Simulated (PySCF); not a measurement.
A calculated (r2SCAN, PySCF 2.14, x2c-QZVPPall, the spin-free X2C one-electron Hamiltonian (Gaussian nucleus)) atom or ion has these occupied shells.

```csv
shell,electrons,orbital energy (eV),"rms radius, mean of both spins (bohr)"
1s α,1,-87858.7,0.0181
1s β,1,-87858.6,0.0181
2s β,1,-15741.5,0.0731
2s α,1,-15741.5,0.0731
2p α,3,-13571.6,0.0673
2p β,3,-13571.6,0.0673
3s α,1,-3792.6,0.186
3s β,1,-3792.6,0.186
3p α,3,-3164.2,0.189
3p β,3,-3164.1,0.189
3d α,5,-2489.8,0.173
3d β,5,-2489.8,0.173
4s α,1,-866.81,0.408
4s β,1,-866.73,0.408
4p α,3,-658.61,0.436
4p β,3,-658.53,0.436
4d α,5,-407.81,0.463
4d β,5,-407.71,0.463
5s α,1,-147.63,0.908
5s β,1,-147.44,0.908
4f α,7,-135.49,0.497
4f β,7,-135.38,0.497
5p α,3,-89.674,1.04
5p β,3,-89.537,1.04
5d α,5,-23.125,1.40
5d β,5,-22.444,1.40
6s α,1,-14.456,2.46
6p α,3,-5.236,3.32
```

Q: Name the element and its charge.

A: Pb (lead, neutral), in [Xe] 4f14 5d10 6s1 6p3, high-spin 5S determinant (an excited configuration).
